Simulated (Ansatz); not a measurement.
AlGeH₄NO (`[NH2][Al]1[O][GeH2]1`), relaxed with RKS PBE-D4/def2-SVP in Ansatz 0.2.0 from a rough embedded geometry. The force threshold is 0.03 eV/Å; the program also tests the step.

Total charge 0; spin multiplicity 1.

Start:

```xyz
8

N     0.258   -1.748    1.314
Al    0.052   -0.053    0.621
O     0.750    1.489    0.013
Ge   -0.216    1.207   -1.415
H     0.475   -1.699    2.345
H    -0.679   -2.271    1.307
H    -1.393    2.154   -1.577
H     0.753    0.922   -2.608
```

(1) How much energy does the relaxation release, and in how many steps? (Best estimate.)

(2) Which bonds change most? (Estimate.)

(3) Give the relaxed structure. (Best estimate.)

## Answers

(1) Ansatz gave: 87.39 kJ/mol, in 10 steps, 1 of them rejected.

(2) The calculation gave: O3–Ge4 from 1.746 to 1.918 Å; N1–Al2 from 1.843 to 1.771 Å; Al2–Ge4 from 2.409 to 2.342 Å; Al2–O3 from 1.799 to 1.738 Å.

(3) Computed: 
```xyz
8

N     0.018   -1.596    1.535
Al    0.027   -0.298    0.330
O     0.761    1.262    0.115
Ge   -0.256    1.130   -1.505
H     0.541   -1.579    2.414
H    -0.508   -2.468    1.448
H    -1.274    2.311   -1.595
H     0.693    1.239   -2.741
```
